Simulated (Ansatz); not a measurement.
**Reading a saddle point**

A first-order saddle point of GaH$_{4}$Br, singlet, PBE0-D4/def2-TZVP, with one imaginary mode of 540i cm⁻¹:

```xyz
6
angstrom
Ga -0.5143 -0.4421 -0.3157
H 0.5885 0.5262 -1.0777
H -0.0605 -1.9237 -0.2105
H -1.9159 0.2130 -0.1802
H 0.9659 0.8372 0.1071
Br 0.9363 0.7893 1.6770
```

Ansatz 0.2.0; basis: def2-TZVPP and def2-QZVPP; cores frozen in the correlated methods. Filled d shells of the heavier atoms are correlated. The def2 sets are not built for correlating such inner shells, so the correlated values are less sure here. Extrapolation: Hartree–Fock as exp(−7.88 √X), correlation as X^−2.97.

(1) Which contacts change along the imaginary mode, and what lies on either side? (A judgement: the text doesn't fix the answer.)

(2) Which side is lower, and how far does the saddle lie above each? (Judge from chemistry; the value comes from the calculation.)

T1 diagnostic: at most 0.011. The start structure is not quite a true minimum (one mode of 49i cm⁻¹).

Answers

(1) Computed: The step is GaH₃ + HBr → GaH₂Br ([GaH2][Br]) + H₂, with the molecules in contact on both sides. Shortening one way: Ga1–Br6, H2–H5; lengthening the same way: Ga1–H2, H5–Br6.
```
   pair  one side (Å)  saddle (Å)  other side (Å)
Ga1–Br6          2.88        2.76            2.30
  H2–H5          2.96        1.28            0.75
 Ga1–H2          1.57        1.65            2.55
 H5–Br6          1.42        1.57            3.25
```

(2) The calculation gives: The side with Ga1–Br6, H2–H5 short is lower by 106.4 kJ/mol; the saddle lies 133.5 kJ/mol above it and 27.1 kJ/mol above the other (CCSD(T) at an estimated basis limit (MP2 extrapolated from triple and quadruple zeta, plus CCSD(T) − MP2 in triple zeta); electronic energies).

Labels in which every atom is bracketed show which atoms are joined, not bond orders.

For scale, one of the runs: CCSD(T)/def2-TZVPP, 152 basis functions, launched by `ansatz run in.yaml --threads 2 --pin off --events-out ev --progress --plain --max-ram 4352MiB`. The run took 37 s on 2 CPU threads of an Arm Neoverse V1 (shared host), with 1 GiB of host memory at its peak.
